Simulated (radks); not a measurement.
Task: All-electron atom: the gadolinium ion Gd+ in [Xe] 4f7 5d1.25 6s0.75 (fractional occupations, a model configuration). Calculated with a radial shooting solver on a logarithmic mesh with Libxc functionals: scalar-relativistic Kohn-Sham, SCAN, spin-unpolarised, spherical densities, finite nucleus; meta-GGA in the generalised Kohn-Sham scheme; Fermi nuclear charge, rms radius 5.1569 fm. Some entries of the table are withheld. Estimate them.

orbital,occ.,eigenvalue (eV),r(max) (bohr),<r> (bohr)
1s,2,-50175.82,0.01392,0.02191
2s,2,-8312.032,0.07892,0.09323
2p,6,-7393.449,0.06396,0.08236
3s,2,-1856.985,(1),0.2440
3p,6,-1570.313,0.2198,0.2427
3d,10,-1192.219,(2),0.2212
4s,2,-382.7639,0.5158,0.5527
4p,6,-287.7698,0.5381,(3)
4d,10,-156.1080,0.5589,0.6363
5s,2,-56.7441,1.192,1.334
5p,6,-33.7592,1.359,1.560
4f,7,-14.4004,0.5669,0.8664
6s,0.75,-8.9671,3.263,3.700
5d,1.25,-7.9313,1.970,2.590

Result: 
(1) 3s r(max) (bohr): 0.2238
(2) 3d r(max) (bohr): 0.1803
(3) 4p <r> (bohr): 0.5850
